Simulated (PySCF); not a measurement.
In(Br)(Me)(OH) (CH₄BrInO), SMILES [OH][In]([Br])[CH3].

The structure is a stationary point at PBE-D3(BJ)/def2-SVP. The structure was generated by enumeration; whether it is a known compound was not checked. The def2 effective core potentials stand for the cores of In; spin–orbit coupling is left out. The values are those of a single conformer.

Computed with PBE-D3(BJ)/def2-SVP in PySCF.

Frequencies are harmonic and unscaled.

```json
[
 {"mode": "1", "ν (cm⁻¹)": "4", "IR (km/mol)": "0.1", "moving atoms (share of kinetic energy)": "H 98 %"},
 {"mode": "2", "ν (cm⁻¹)": "81", "IR (km/mol)": "1.7", "moving atoms (share of kinetic energy)": "C 46 %, H 22 %, In 17 %, Br 13 %"},
 {"mode": "3", "ν (cm⁻¹)": "106", "IR (km/mol)": "4.0", "moving atoms (share of kinetic energy)": "In 33 %, O 26 %, C 22 %, H 15 %"},
 {"mode": "4", "ν (cm⁻¹)": "106", "IR (km/mol)": "13.5", "moving atoms (share of kinetic energy)": "O 66 %, H 12 %, In 9 %"},
 {"mode": "5", "ν (cm⁻¹)": "233", "IR (km/mol)": "25.4", "moving atoms (share of kinetic energy)": "Br 61 %, In 36 %"},
 {"mode": "6", "ν (cm⁻¹)": "331", "IR (km/mol)": "94.8", "moving atoms (share of kinetic energy)": "H 92 %"},
 {"mode": "7", "ν (cm⁻¹)": "487", "IR (km/mol)": "11.3", "moving atoms (share of kinetic energy)": "C 69 %, H 16 %, In 9 %"},
 {"mode": "8", "ν (cm⁻¹)": "580", "IR (km/mol)": "61.4", "moving atoms (share of kinetic energy)": "O 81 %, In 15 %"},
 {"mode": "9", "ν (cm⁻¹)": "707", "IR (km/mol)": "17.3", "moving atoms (share of kinetic energy)": "H 85 %, C 14 %"},
 {"mode": "10", "ν (cm⁻¹)": "718", "IR (km/mol)": "22.5", "moving atoms (share of kinetic energy)": "H 85 %, C 14 %"},
 {"mode": "11", "ν (cm⁻¹)": "806", "IR (km/mol)": "116.1", "moving atoms (share of kinetic energy)": "H 92 %"},
 {"mode": "12", "ν (cm⁻¹)": "1128", "IR (km/mol)": "3.5", "moving atoms (share of kinetic energy)": "H 83 %, C 17 %"},
 {"mode": "13", "ν (cm⁻¹)": "1376", "IR (km/mol)": "1.8", "moving atoms (share of kinetic energy)": "H 95 %"},
 {"mode": "14", "ν (cm⁻¹)": "1377", "IR (km/mol)": "3.8", "moving atoms (share of kinetic energy)": "H 95 %"},
 {"mode": "15", "ν (cm⁻¹)": "2999", "IR (km/mol)": "0.9", "moving atoms (share of kinetic energy)": "H 98 %"},
 {"mode": "16", "ν (cm⁻¹)": "3120", "IR (km/mol)": "0.0", "moving atoms (share of kinetic energy)": "H 90 %, C 10 %"},
 {"mode": "17", "ν (cm⁻¹)": "3128", "IR (km/mol)": "0.0", "moving atoms (share of kinetic energy)": "H 90 %, C 10 %"},
 {"mode": "18", "ν (cm⁻¹)": "3702", "IR (km/mol)": "47.5", "moving atoms (share of kinetic energy)": "H 94 %"}
]
```
